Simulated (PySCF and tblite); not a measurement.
The numbers below are computed, except where a source is named.
System: C₄H₁₁BN₂O, numbered as in [CH2:1]=[CH:2][N:3]([CH3:4])[B:5]([NH2:6])[O:7][CH3:8].

For the rotation about the B5–N3 bond (torsion N6–B5–N3–C2 from 0° to 176°, rising): electronic barrier 9.39 kcal/mol, zero-point change -0.50 kcal/mol, thermal and entropy terms at 400 K a further 0.44 kcal/mol (symmetry numbers apart). The minimum is Cs, the saddle C1. The path came from a restrained scan, a climbing-image band and a saddle search at GFN2-xTB; energies are PBE/pcSseg-1 + D3(BJ)//GFN2-xTB, thermal terms GFN2-xTB. Rate constants are transition-state-theory values, counting equivalent paths, without tunnelling. Run with tblite and PySCF.

How many equivalent paths lead out of the minimum?

2: the symmetry number of the minimum is 1, that of the saddle displaced along its mode 1, and the displaced saddle is chiral while the minimum is not, which doubles the count.

Work out the rate at 400 K.

ΔG‡ = 9.33 kcal/mol; k_B T/h = 8.3×10¹² s⁻¹; exp(−ΔG‡/RT) = 8×10⁻⁶; times 2 gives k = 1.3×10⁸ s⁻¹. Wigner's tunnelling factor for the 88i cm⁻¹ mode would be 1.00.
